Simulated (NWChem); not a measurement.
# CrN2H2F2; SMILES [NH]=[Cr](=[NH])([F])[F]

```xyz
7

Cr     0.0000     0.0000    -0.0662
N      1.3005     0.0000     0.8778
H      1.6907     0.0000     1.8333
N     -1.3005     0.0000     0.8778
H     -1.6907     0.0000     1.8333
F      0.0000     1.4479    -1.0095
F      0.0000    -1.4479    -1.0095
```
Atoms are numbered in this order, from 1.

Level: PBE-D3(BJ)/def2-SVP (NWChem), optimised geometry, unscaled harmonic frequencies. 

| frequency (cm⁻¹) | IR intensity (km/mol) |
|---|---|
| 216 | 4.4 |
| 257 | 46.4 |
| 290 | 0.0 |
| 298 | 81.1 |
| 333 | 2.7 |
| 337 | 260.6 |
| 485 | 81.2 |
| 521 | 0.0 |
| 676 | 35.2 |
| 773 | 31.3 |
| 783 | 159.3 |
| 1034 | 85.3 |
| 1037 | 48.0 |
| 3448 | 83.8 |
| 3454 | 139.5 |

```json
{
 "zero_point_energy": "19.9 kcal/mol",
 "thermal correction to the enthalpy at 298.15 K (with zero-point energy)": "24.4 kcal/mol",
 "heat capacity Cv": "21.5 cal/(mol K)",
 "entropy at 298.15 K and 1 atm (symmetry number 2)": "76.3 cal/(mol K)",
 "dipole_moment": "4.00 D"
}
```

Rigid rotor and harmonic oscillator.
